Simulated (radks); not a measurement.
Question: Numerical settings for the aluminium ion Al7+, [He] 2s2 2p2. All-electron calculation, Dirac Kohn-Sham, PBE, spin-unpolarised, spherical densities, point nucleus; open shells fill j = l - 1/2 first. Program: a radial shooting solver on a logarithmic mesh with Libxc functionals. The defaults (mesh step 0.008 in ln r, mesh end at 40 bohr or more with all orbitals vanishing there, Anderson mixing 0.5 over 9 steps, residual threshold near 1e-9 with the energy settled to 1e-9 hartree or 1e-11 of itself, here a cap of 87 iterations) give E = -214.5740 hartree and 2p1/2 at -259.97 eV in 13 iterations. Times are rough (one thread of a shared host). One setting is changed at a time: mesh step in ln r 0.012; mesh step in ln r 0.2; mesh step in ln r 0.03; mesh end (bohr) 3; mesh end (bohr) 1; residual threshold 1e-05; residual threshold 1e-13; mixing 0.2; linear mixing, mixing 0.2; linear mixing, mixing 0.5; mixing history 2; iteration cap 2. Which runs fail to converge, and which converge to a wrong energy?

Answer: Not converged within the cap: mesh step in ln r 0.2; linear mixing, mixing 0.2; iteration cap 2. Settings that end as converged yet miss the energy by more than 1 mhartree: mesh end (bohr) 1 (+3.01 hartree).
